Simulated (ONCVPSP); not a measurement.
**An all-electron radial function and its pseudo partner (caesium)**

Columns: radius, all-electron u(r) and pseudo u(r) of the 5s shell (level -26.73 eV) of caesium in the configuration [Kr] 4d10 5s2 5p6 6s1; PBE, scalar-relativistic, ONCV scheme, ONCVPSP 4.0.1.

```tsv
r (bohr)	all-electron	pseudo
0.148	0.1104	0.1018
0.295	0.1668	0.2031
0.443	-0.3429	0.3050
0.590	-0.4535	0.4046
0.738	-0.2075	0.5009
0.885	0.1483	0.5891
1.033	0.4685	0.6663
1.180	0.6954	0.7274
1.328	0.8295	0.7697
1.475	0.8856	0.7904
1.623	0.8850	0.7894
1.770	0.8460	0.7678
1.918	0.7832	0.7280
2.065	0.7088	0.6746
2.213	0.6296	0.6114
2.360	0.5521	0.5439
2.508	0.4783	0.4755
2.655	0.4112	0.4106
2.802	0.3510	0.3509
2.950	0.2976	0.2976
3.098	0.2511	0.2511
3.245	0.2113	0.2112
3.393	0.1770	0.1769
3.540	0.1480	0.1480
3.688	0.1233	0.1233
3.835	0.1027	0.1027
```

(1) How many radial nodes do the two functions have?

(2) At about which radius was the pseudo-wave matched?

(3) Where does each function peak?

(4) Is the pseudo-wave norm-conserving?

Results:

(1) The all-electron 5s function has n − l − 1 = 4 (the table is too coarse to show those close to the nucleus); the pseudo-wave has 0, since the states of the same l below it are removed with the core.

(2) 2.95 bohr. The columns agree to 0.0005 from 2.80 bohr on; several derivatives are matched, so the curves merge somewhat inside the radius.

(3) Outermost all-electron maximum near 1.48 bohr, pseudo maximum near 1.48 bohr (to the table’s step).

(4) Yes: the ONCV scheme keeps the norm inside the radius equal to the all-electron one, which fixes the energy derivative of the logarithmic derivative at the level.
